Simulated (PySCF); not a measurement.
Species: C5H8F2Si.
Geometry (PBE0-D3(BJ)/def2-SVP, Å), atoms numbered from 1 in this order:
```
atom  x, y, z in Å
F1     2.9191   -0.8067    0.3967
C2     2.0797   -0.1044   -0.4156
F3     2.7796    0.9379   -0.9456
Si4    0.5834    0.5499    0.5904
C5    -0.7150    1.2319   -0.6045
C6    -1.6708    0.0685   -0.6952
C7    -1.5421   -0.9566    0.1622
C8    -0.4419   -0.9223    1.1932
H9     1.7924   -0.7709   -1.2514
H10    1.1106    1.4832    1.6261
H11   -1.2156    2.1369   -0.2165
H12   -0.2961    1.5131   -1.5853
H13   -2.4684    0.0752   -1.4463
H14   -2.2332   -1.8063    0.1287
H15   -0.8435   -0.7782    2.2119
H16    0.1382   -1.8599    1.2231
```

Probes without a nucleus sit at each ring's centroid and 1 Å off its mean plane on both sides; NICS is minus the shielding there, NICSzz its component along the normal. Level: GIAO PBE/pcSseg-1 (PySCF, non-relativistic, gas phase) on the PBE0-D3(BJ)/def2-SVP geometry, one conformer.

Ring bond lengths (Å): Si4–C5 1.892, C5–C6 1.508, C6–C7 1.343, C7–C8 1.508, C8–Si4 1.893.

Question: What do the NICS probes read (ppm)?

Answer: 
| ring | type | NICS(0) | NICS(1), two faces | NICS(1)zz, two faces | rms pucker (Å) | centre to ring atoms, mean (Å) |
| --- | --- | --- | --- | --- | --- | --- |
| Si4–C5–C6–C7–C8 | 5-membered ring with Si; formal bonds 1 double, 4 single | -2.2 | -2.6 / -3.5 | -1.9 / -2.6 | 0.09 | 1.37 |

Question: What can be read from them?

Answer: 
- Si4–C5–C6–C7–C8: mean NICS(1)zz -2.3 ppm, near zero. Si4, C5, C8 have four or more neighbours, and the NICS criterion for π rings isn't applied.

Question: At the second NICS(1) probe listed for ring Si4–C5–C6–C7–C8, 1 Å off the ring, what do the in-plane components average?

Answer: The isotropic value is a third of the trace: (3 × -3.5 − (-2.6))/2 = -4.0 ppm.

Question: List the ring angles.

Answer: 
- Si4–C5–C6–C7–C8: Si4 96.3°, C5 101.2°, C6 119.3°, C7 119.3°, C8 101.3°; sum 537.4° against 540° for a flat convex ring.

Question: How do the values depend on the level or the medium?

Answer: 
```
             level  NICS(0), Si4–C5–C6–C7–C8  mean NICS(1)zz, Si4–C5–C6–C7–C8
 PBE/pcSseg-1, gas                      -2.2                             -2.3
PBE0/pcSseg-1, gas                      -2.3                             -2.3
```

The geometry is the same throughout.
